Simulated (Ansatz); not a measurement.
Spectroscopic constants of AsS+, closed-shell singlet (lowest of 2S+1 = 1, 3, 5 at CCSD(T)/def2-TZVPP on PBE0 minima; our sources give no spin for the ground state, which may be another). No spin–orbit coupling. As is treated without relativity.

The constants come from a fifth-degree fit in 1/R (seven points, main isotopes). Runs in def2 and cc sets follow the lowest solution found near the PBE0 minimum. The singlet is held restricted. HF and MP2 rows in def2 and cc sets belong to the determinant that coupled cluster picked by its CCSD energy.

Correlated levels freeze the inner cores; with def2 sets outer-core shells near the valence are correlated too. CBS(a, b) extrapolates the correlation energy as X⁻³ and adds the Hartree–Fock energy of set b.

Programs: Ansatz (a first-principles code). 

```json
[
 {"level": "HF/def2-TZVPP", "r_e (Å)": "1.904", "ω_e (cm⁻¹)": "764", "ω_e x_e (cm⁻¹)": "1.5"},
 {"level": "B97M-V/def2-TZVPP", "r_e (Å)": "1.938", "ω_e (cm⁻¹)": "…", "ω_e x_e (cm⁻¹)": "1.8"},
 {"level": "B2PLYP/def2-TZVPP", "r_e (Å)": "1.961", "ω_e (cm⁻¹)": "633", "ω_e x_e (cm⁻¹)": "2.2"},
 {"level": "MP2/def2-QZVPP", "r_e (Å)": "1.956", "ω_e (cm⁻¹)": "630", "ω_e x_e (cm⁻¹)": "2.2"},
 {"level": "SCS-MP2/def2-TZVPP", "r_e (Å)": "1.964", "ω_e (cm⁻¹)": "631", "ω_e x_e (cm⁻¹)": "2.1"},
 {"level": "SCS-MP2/def2-QZVPP", "r_e (Å)": "1.954", "ω_e (cm⁻¹)": "639", "ω_e x_e (cm⁻¹)": "2.2"},
 {"level": "CCSD/def2-QZVPP", "r_e (Å)": "1.932", "ω_e (cm⁻¹)": "692", "ω_e x_e (cm⁻¹)": "1.7"},
 {"level": "CCSD(T)/CBS(def2-TZVPP, def2-QZVPP)", "r_e (Å)": "…", "ω_e (cm⁻¹)": "…", "ω_e x_e (cm⁻¹)": "2.0"}
]
```

**Question.** What belongs in the gaps?

**Answer.** 
- CCSD(T)/CBS(def2-TZVPP, def2-QZVPP), r_e (Å): 1.945
- CCSD(T)/CBS(def2-TZVPP, def2-QZVPP), ω_e (cm⁻¹): 660
- B97M-V/def2-TZVPP, ω_e (cm⁻¹): 684

Doubts at one or more of the structures used: a restricted determinant that unrestricted orbitals would lower (HF/def2-TZVPP, MP2/def2-QZVPP, SCS-MP2/def2-TZVPP, SCS-MP2/def2-QZVPP, CCSD/def2-QZVPP, CCSD(T)/CBS(def2-TZVPP, def2-QZVPP)).
